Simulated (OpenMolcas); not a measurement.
## Co III: from RASSCF to RASPT2

| Property | Result |
| --- | --- |
| Program | OpenMolcas 26.06 |
| Basis | ANO-RCC-VTZP [6s5p3d2f1g] |
| Scalar Hamiltonian | DKH2, point nucleus |
| Active space | 7 electrons in 9 orbitals (RAS2 3d 4s; RAS3 4p, at most 2 electrons) |
| State averaging | 2S+1 = 4 even, 60 roots; 2S+1 = 6 even, 5 roots kept (CI in the orbitals of an earlier block); 2S+1 = 2 even, 87 roots kept (CI in the orbitals of an earlier block); 2S+1 = 4 odd, 78 roots (49 in the spin-orbit step); 2S+1 = 6 odd, 15 roots kept (CI in the orbitals of an earlier block); 2S+1 = 2 odd, 27 roots kept (CI in the orbitals of an earlier block, 0 in the spin-orbit step) |
| Spin-orbit coupling | state interaction with AMFI integrals over the reference wave functions, term energies averaged over their components |

Methods on the same reference wave functions:
A. RASSCF
B. SS-RASPT2, IPEA 0.25 Eh, imaginary shift 0.1 Eh (closed shells correlated: 3s 3p)
C. MS-RASPT2, IPEA 0.25 Eh, imaginary shift 0.1 Eh (closed shells correlated: 3s 3p)

Energies in cm-1 above 3d7 4F 9/2, the measured ground level; measured values from Sugar and Corliss, J. Phys. Chem. Ref. Data 10, 1097 (1981).

```json
{"Level": "3d7 4F 9/2", "A": "0.0", "B": "0.0", "C": "0.0", "Measured": "0.0"}
{"Level": "3d7 4F 7/2", "A": "933", "B": "940", "C": "940", "Measured": "841"}
{"Level": "3d7 4F 5/2", "A": "1622", "B": "1623", "C": "1623", "Measured": "1451"}
{"Level": "3d7 4F 3/2", "A": "2094", "B": "2090", "C": "2090", "Measured": "1867"}
{"Level": "3d7 4P 5/2", "A": "20154", "B": "15150", "C": "15150", "Measured": "15202"}
{"Level": "3d7 2G 9/2", "A": "20217", "B": "16630", "C": "16630", "Measured": "16978"}
{"Level": "3d7 4P 3/2", "A": "20457", "B": "15330", "C": "15330", "Measured": "15428"}
{"Level": "3d7 4P 1/2", "A": "20894", "B": "15850", "C": "15850", "Measured": "15811"}
{"Level": "3d7 2G 7/2", "A": "21111", "B": "17530", "C": "17530", "Measured": "17766"}
{"Level": "3d7 2P 3/2", "A": "26559", "B": "19420", "C": "19420", "Measured": "20195"}
{"Level": "3d7 2H 11/2", "A": "27010", "B": "22630", "C": "22630", "Measured": "22720"}
{"Level": "3d7 2P 1/2", "A": "27502", "B": "20180", "C": "20180", "Measured": ""}
{"Level": "3d7 2H 9/2", "A": "27801", "B": "23430", "C": "23430", "Measured": "23434"}
{"Level": "3d6 4s 6D 9/2", "A": "27815", "B": "47130", "C": "47130", "Measured": "46438"}
{"Level": "3d6 4s 6D 7/2", "A": "28371", "B": "47680", "C": "47690", "Measured": "47003"}
{"Level": "3d6 4s 6D 5/2", "A": "28784", "B": "48100", "C": "48100", "Measured": "47415"}
{"Level": "3d7 2D 5/2", "A": "28892", "B": "22650", "C": "22650", "Measured": "23059"}
{"Level": "3d6 4s 6D 3/2", "A": "29070", "B": "48380", "C": "48380", "Measured": "47699"}
{"Level": "3d6 4s 6D 1/2", "A": "29239", "B": "48550", "C": "48550", "Measured": "47865"}
{"Level": "3d7 2D 3/2", "A": "30310", "B": "23970", "C": "23970", "Measured": "24237"}
{"Level": "3d6 4s 4D 7/2(1)", "A": "37639", "B": "54960", "C": "54960", "Measured": ""}
{"Level": "3d6 4s 4D 5/2(1)", "A": "38295", "B": "55620", "C": "55620", "Measured": "56374"}
{"Level": "3d6 4s 4D 3/2(1)", "A": "38727", "B": "56040", "C": "56040", "Measured": "56795"}
{"Level": "3d6 4s 4D 1/2(1)", "A": "38972", "B": "56290", "C": "56290", "Measured": "57037"}
```

Deviations, from unrounded energies. A percentage is the sum of absolute deviations over the sum of measured energies, with the sign that they share, or ± where signs differ.

```tsv
Against measurement	Levels	A	B	C
mean absolute deviation (cm-1)	21	9400	400	400
fine structure of the ground term (%)	3	+11.8	+11.8	+11.8
other terms of the ground configuration (%)	10	+24.9	±1.2	±1.2
other configurations (%)	8	-36.2	±1.4	±1.4
```

B, C lie about equally close to measurement and A furthest from it. The largest miss of C in the table is 3d7 2P 3/2, by -770 cm-1. The ranking rests on the paired levels alone, and a cruder setting can come out closer through cancelling errors.

Between B and C no level of the table moves by more than 5 cm-1.

The two smallest mean deviations differ by little beside CASPT2's spread within terms, so their order carries little weight.

From A to B the spin-free energies of the other terms of 3d7 shown, above 4F, scale by factors of 0.72 to 0.83, as is usual when dynamic correlation screens the repulsion within a d or f shell.

The lowest spin-free term lies below A's lowest term by 0.531 hartree in B, 0.531 hartree in C.

Term energies are means over components that CASPT2 splits; among the terms shown or strongly mixed into the levels shown the widest spread is 2100 cm-1 (3d7 4F, C). Some high roots are left out of the spin-orbit mixing, which shifts the levels that they would mix with. Terms from blocks run as CI alone lack orbitals of their own. A single d shell beside an s shell can misplace configurations of different d count against each other. Without dynamic correlation excited terms often stand tens of per cent too high (terms of higher spin than the ground term too low), and those without a measured partner can miss by more than the paired ones (holds for A). The CASPT2 spread within a term exceeds the gap to the next term for 3d7 2H and 3d7 2D, so the order of their levels is uncertain (holds for B; C). Blocks of more than 70 roots (2S+1 = 2 even) ran without multistate coupling (holds for C). Measured partners are found by configuration, term and J. A level has none where our copy of the source lacks it or the pairing is in doubt (some pairs that miss far off the trend of their configuration count as doubtful), and it then counts in no deviation. Levels of configurations outside the active space are missing. Levels that lie high or do not pair safely by name in every column are left out.

A number in round brackets counts repeated terms of one configuration in the order of the reference energies.
